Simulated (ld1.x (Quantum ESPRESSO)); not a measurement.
## Mg: TM pseudisation with PBEsol, scalar-relativistic reference atom.

magnesium, norm-conserving Troullier–Martins (Kleinman–Bylander form), made with ld1.x (Quantum ESPRESSO) 7.5 (PBEsol, scalar-relativistic). Core [Ne], reference 3s2 3p0. Waves: 3p (bound, empty): rc 3.95 bohr; 3s (bound): rc 2.15 bohr. Local part: the s channel. Core correction: a·sin(br)/r model core inside 1.70 bohr.

Results:

```json
{"Cutoffs needed": "8 Ry and 18 Ry (the cutoffs (Ry, on a coarse ladder) from which the occupation-weighted sum of valence levels, in a spherical-Bessel basis at the reference potential, stays within 10 and 1 mRy of its value at 400 Ry)", "Ghost test": "no extra level below or beside the all-electron valence levels (p, s, d, f tested) (spherical-Bessel basis up to 400 Ry, 20 bohr box)", "Largest excitation error": "+118 meV (all-electron minus pseudo) for 3s0 3p1, out of 5 test configurations"}
```

Generation and tests took about 0.81 s on one core of a shared server CPU.
